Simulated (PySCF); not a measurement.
CH₆ClNOSi₂, SMILES [Si@]1(CN[SiH2]1)(O)Cl. Atoms are numbered in the order given.

```xyz
12

O      1.3086     0.7856     1.5507
Si     0.4392     0.0993     0.3187
Cl     1.7601    -0.8549    -0.9751
C     -0.9560    -1.0210     0.9571
N     -2.0192    -0.3609     0.1980
Si    -1.4490     1.0429    -0.6714
H      2.0862     1.3009     1.3150
H     -0.8203    -2.0864     0.6955
H     -1.0750    -0.9508     2.0551
H     -2.9594    -0.7327     0.2739
H     -1.9687     2.3702    -0.2016
H     -1.6444     1.0089    -2.1569
```

Coordinates come from a PBE0-D3(BJ)/def2-SVP optimisation. The structure was generated by enumeration; whether it is a known compound was not checked. The values are those of a single conformer.

All values below come from SMD-M06-2X/6-31G* run with PySCF.

Solvation free energies are E(SMD) − E(gas) at the gas-phase geometry, for 1 M in both phases. In vacuum the dipole moment is 1.27 D.

```tsv
solvent	ΔG(solv) (kcal/mol)	its non-electrostatic (CDS) part	dipole (D)
water	-4.9	3.5	1.53
n-hexane	-3.7	-1.8	1.40
N,N-dimethylformamide	-6.1	-0.8	1.59
```
